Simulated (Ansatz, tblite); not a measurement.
Cost and result up the ladder for the cluster ScAlN₂ (4 atoms). Charge 0, multiplicity 1. Geometry: PBE0-D4/def2-TZVP.

```xyz
4

Al    1.117    0.057    0.294
Sc   -1.227   -0.062   -0.323
N     0.166   -1.350   -0.147
N    -0.056    1.355    0.176
```

Ansatz on 4 threads of Arm Neoverse V2 on a shared host; xTB runs through tblite on one thread. Times are rough, summed over both states, and most runs start from the orbitals of an earlier one. RPA@PBE/def2-TZVP serves as the yardstick here, not as an exact answer. Differences are given only for rows in sets of like size (and for xTB, whose basis is part of the method), since another set adds its own error. The other state is a triplet at its own geometry.

The 6-31G sets use Cartesian d functions. The xTB rows come from tblite. B3LYP takes the VWN-RPA correlation. Correlated methods freeze 12 core orbitals; core or outer-core shells of Sc are correlated, in sets that lack core-valence functions. The order of the spin states hangs on the level: the singlet lies 0.13 eV below the triplet at PBE-D4/def2-TZVP, but 0.00 eV above it at r2SCAN-D4/def2-TZVP. The structure comes from a short search, and lower isomers may exist.

Run but left out: HF/6-31G, B2PLYP/def2-TZVP (singlet: restricted singlet, unstable in another Hartree–Fock run and untested here); HF/def2-TZVP, PBE-QIDH/def2-TZVP, MP2/def2-TZVP (singlet: restricted singlet, unstable towards broken spin symmetry); HF/def2-TZVPP, MP2/def2-TZVPP, CCSD/def2-TZVPP, CCSD(T)/def2-TZVPP (flagged by the program: other amplitudes).

Correlated methods converge slowly with the basis.

xTB has no spin-polarisation term.

```json
{"level": "GFN1-xTB", "functions": "26", "wall time": "0.006 s", "triplet − singlet (eV)": "0.67", "difference from RPA@PBE/def2-TZVP (eV)": "0.52", "remarks": "–"}
{"level": "GFN2-xTB", "functions": "26", "wall time": "0.007 s", "triplet − singlet (eV)": "0.29", "difference from RPA@PBE/def2-TZVP (eV)": "0.13", "remarks": "–"}
{"level": "B3LYP-D4/6-31G", "functions": "60", "wall time": "1.9 s", "triplet − singlet (eV)": "-0.21", "difference from RPA@PBE/def2-TZVP (eV)": "–", "remarks": "–"}
{"level": "PBE-D4/def2-TZVP (with forces)", "functions": "144", "wall time": "3.2 s", "triplet − singlet (eV)": "0.13", "difference from RPA@PBE/def2-TZVP (eV)": "-0.03", "remarks": "–"}
{"level": "BLYP-D4/def2-TZVP", "functions": "144", "wall time": "3.5 s", "triplet − singlet (eV)": "0.13", "difference from RPA@PBE/def2-TZVP (eV)": "-0.03", "remarks": "–"}
{"level": "B3LYP-D4/def2-TZVP", "functions": "144", "wall time": "4.4 s", "triplet − singlet (eV)": "0.07", "difference from RPA@PBE/def2-TZVP (eV)": "-0.08", "remarks": "–"}
{"level": "PBE0-D4/def2-TZVP", "functions": "144", "wall time": "4.5 s", "triplet − singlet (eV)": "0.01", "difference from RPA@PBE/def2-TZVP (eV)": "-0.14", "remarks": "–"}
{"level": "RPA@PBE/def2-TZVP", "functions": "144", "wall time": "5.2 s", "triplet − singlet (eV)": "0.15", "difference from RPA@PBE/def2-TZVP (eV)": "0.00", "remarks": "test for broken spin undecided (singlet)"}
{"level": "r2SCAN-D4/def2-TZVP", "functions": "144", "wall time": "6.9 s", "triplet − singlet (eV)": "0.00", "difference from RPA@PBE/def2-TZVP (eV)": "-0.15", "remarks": "–"}
{"level": "CAM-B3LYP-D4/def2-TZVP", "functions": "144", "wall time": "8.3 s", "triplet − singlet (eV)": "0.07", "difference from RPA@PBE/def2-TZVP (eV)": "-0.09", "remarks": "–"}
```
